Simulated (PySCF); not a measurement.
Compound: C5H5F3Si.
Atom-mapped SMILES: `[CH3:1][C:2]1=[CH:3][C:4]([F:5])=[CH:6][Si:7]1([F:8])[F:9]` (hydrogens: H10, H11, H12 on C1; H13 on C3; H14 on C6)

Cartesian coordinates in Å at the GFN2-xTB level; atoms count from 1:
```
atom  x, y, z in Å
C1    -1.9701   -0.6353   -0.4406
C2    -0.5623   -0.2664   -0.1358
C3     0.4537   -1.1354   -0.0325
C4     1.7535   -0.5470    0.2746
F5     2.7974   -1.3804    0.3866
C6     1.8479    0.7787    0.4283
Si7    0.1307    1.4697    0.1745
F8    -0.0715    2.5222   -1.0149
F9    -0.5276    2.2712    1.3942
H10   -2.0774   -1.7098   -0.5707
H11   -2.6241   -0.3063    0.3660
H12   -2.2984   -0.1306   -1.3485
H13    0.3727   -2.2033   -0.1567
H14    2.7747    1.2721    0.6534
```

The closed-shell SCF was solved with PySCF and density fitting under several settings on one GFN2-xTB geometry (grid level 2 and gas phase unless stated).

| settings | basis functions | SCF cycles | E (Eh) | HOMO (eV) | LUMO (eV) | dipole (D) |
| --- | --- | --- | --- | --- | --- | --- |
| PBE0/pcSseg-1 | 185 | 14 | -781.9682 | -7.11 | -2.28 | 2.09 |
| PBE0/def2-SVPD | 233 | 14 | -781.5927 | -7.13 | -2.28 | 2.07 |
| PBE0/pcSseg-1, level shift 0.3 Eh | 185 | 16 | -781.9682 | -7.11 | -2.28 | 2.09 |
| PBE0/def2-SVP, IEF-PCM chloroform | 155 | 14 | -781.5614 | -6.86 | -2.01 | 2.34 |

Task: Estimate the row for these settings: WP04/def2-SVP.

Result: 
```
     settings  basis functions  SCF cycles     E (Eh)  HOMO (eV)  LUMO (eV)  dipole (D)
WP04/def2-SVP              155          15  -795.1425      -8.16      -4.20        1.99
```

Task: Over all rows, what range does the HOMO–LUMO gap span?

Result: From 3.96 eV to 4.85 eV.

Task: And the dipole moment?

Result: From 1.99 D (WP04/def2-SVP) to 2.34 D (PBE0/def2-SVP, IEF-PCM chloroform); the largest is 1.18 times the smallest, and the median is 2.09 D.

Task: Compare two rows with the functional PBE0: PBE0/pcSseg-1 and PBE0/def2-SVPD. Which energy is lower, and by how much?

Result: PBE0/pcSseg-1 (185 functions) lies 0.3755 Eh or 236 kcal/mol below PBE0/def2-SVPD (233 functions). The smaller set gives the lower energy; the two sets aren't nested, so the variational bound doesn't order them by size.

Cycle counts include a coarse-grid stage where the run had one. WP04 was designed for NMR shieldings or shifts; total energies of different functionals aren't comparable. The species at its GFN2-xTB geometry.
